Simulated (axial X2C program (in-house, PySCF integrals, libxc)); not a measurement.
**Correcting the dissociation energy of CsSe⁺ for spin–orbit coupling**

A spin-free CCSD(T) curve (one-electron X2C) was computed with an in-house relativistic program for diatomic molecules, basis Cs dyall-cv3z [15s15p9d4f1g], Se dyall-cv3z [8s9p6d4f1g] (cores contracted in-house), for the state M_S = 1, Λ = 0 (beyond evenly filled blocks: π+α, π-α). It gives D0 = 0.250 eV to Cs+ + Se, which in a spin-free picture are the weighted means of the ground terms.

Correlated methods: 14 electrons correlated (number of frozen shells: Cs 4 s, 3 p, 2 d; Se 3 s, 2 p, 1 d), 312 virtual spin orbitals or spinors in MP2, 90 natural virtuals in coupled cluster.

Measured levels of the ground terms (NIST Handbook of Basic Atomic Spectroscopic Data), in cm⁻¹: Cs+ 1S: J = 0 at 0; Se 3P: J = 2 at 0, J = 1 at 1989.5, J = 0 at 2534.4.

The molecular state has Λ = 0, so it has no first-order lowering.

How far does each ground level lie under the (2J+1)-weighted mean of its term?

Cs+: a single level, 0; Se: (5 × 0 + 3 × 1989.5 + 1 × 2534.4)/9 = 945 cm⁻¹.

Correct D0.

D0 = 0.250 + (0 − 945)/8065.5 = 0.133 eV at CCSD(T) with these spin–orbit terms. The direct two-component run gives 0.164 eV; the difference holds second-order terms in the molecule, scalar two-electron terms, the gap between measured and computed atomic splittings (a 2c atom can miss part of its lowering) and, in coupled cluster, the truncation of each run.

Second-order spin–orbit effects in the molecule, which grow quickly with Z, are left out. The state is a single determinant with fixed occupations, the lowest that a limited PBE0 search found. De is counted from the lowest determinant-based energies of the atoms at the same level, without counterpoise correction. Coupled cluster ran in a truncated set of natural virtual spinors; the MP2 energy of the rest was added. (T) has no such correction and the atoms are truncated less, which lowers De at CCSD(T) by a hundredth of an eV or more. PBE0 can misorder states that lie within some tenths of an eV, so this need not be the ground state of the molecule. The nearest other spin-free determinant of the search, M_S = 1, Λ = 1, lies 0.33 eV up at the distance of the search.
